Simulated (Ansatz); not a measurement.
Input file for C$_{2}$H$_{9}$FSi$_{2}$ (`F[SiH2]CC[SiH3]`):

```yaml
crystal:
  periodic: [false, false, false]
  atoms:
    - {symbol: F, position_ang: [1.093337, 0.958563, 2.243994]}
    - {symbol: Si, position_ang: [-0.284122, 1.217440, 1.461328]}
    - {symbol: C, position_ang: [-0.836556, -0.377354, 0.671889]}
    - {symbol: C, position_ang: [0.203371, -1.091632, -0.201399]}
    - {symbol: Si, position_ang: [0.675841, -0.216834, -1.798362]}
    - {symbol: H, position_ang: [-1.287481, 1.680506, 2.453273]}
    - {symbol: H, position_ang: [-0.028271, 2.288583, 0.466471]}
    - {symbol: H, position_ang: [-1.742266, -0.151775, 0.093887]}
    - {symbol: H, position_ang: [-1.163666, -1.036705, 1.485001]}
    - {symbol: H, position_ang: [1.120885, -1.271329, 0.369135]}
    - {symbol: H, position_ang: [-0.168134, -2.082591, -0.485925]}
    - {symbol: H, position_ang: [-0.551161, 0.131285, -2.567262]}
    - {symbol: H, position_ang: [1.524127, -1.114199, -2.627114]}
    - {symbol: H, position_ang: [1.431000, 1.036843, -1.536215]}
basis:
  gaussian: {orbitals: def2-TZVPP}
correlation: {method: ccsd_t}
output: {orbitals: {seedname: orbitals}}
```

```sh
$ ansatz run in.yaml --threads 4 --pin off --events-out ev --progress --plain --max-ram 10444MiB
```

The program prints (abridged):

```
Functional definition: HF
1745 factors; integrals over basis functions are off by at most 9.9e-4 eV
mean field evaluation 1: about -20634.0250 eV, gradient 3.9e1 eV
mean field evaluation 2: about -20634.2752 eV, gradient 4.0e1 eV
mean field evaluation 4: about -20638.2445 eV, gradient 4.2e0 eV
mean field evaluation 8: about -20638.3129 eV, gradient 2.5e-1 eV
mean field -20638.31316030 eV, -758.4440194899 hartree, gradient 6.1e-6 eV, S^2 0.000000; 0 other end points of the search recorded, 0 dependent functions left out
13 core orbitals not correlated: weight in the atoms' cores, before any rotation towards them, 1.000 or more for the frozen orbitals, at most 0.000 for the correlated occupied ones
reference -20638.31316030 eV, -758.4440194899 hartree; 16, 16 occupied and 274, 274 virtual orbitals, 1745 factors
second order -23.27776426 eV of doubles, -0.00000000 eV of singles
cycle   1  -24.19705102 eV  change   -9.2e-1 eV  update   1.0e-1
cycle   2  -24.80449067 eV  change   -6.1e-1 eV  update   3.1e-2
cycle   3  -24.92195573 eV  change   -1.2e-1 eV  update   1.5e-2
cycle   4  -24.91347529 eV  change    8.5e-3 eV  update   3.2e-3
cycle   5  -24.91202119 eV  change    1.5e-3 eV  update   1.3e-3
cycle   6  -24.91229419 eV  change   -2.7e-4 eV  update   3.5e-4
cycle   7  -24.91212663 eV  change    1.7e-4 eV  update   1.2e-4
cycle   8  -24.91208857 eV  change    3.8e-5 eV  update   3.8e-5
perturbative correction -0.84651192 eV, -0.0311087393 hartree
Total energy: -20664.07176080 eV, -759.3906305983 hartree
```

It took 2.9 min on 4 threads of an AMD EPYC 9R45 on a shared host, with 3.9 GiB of host memory at the peak.

MP2 recovers 90.4 % of the CCSD(T) correlation energy and the triples give 3.3 %; T1 = 0.0108.
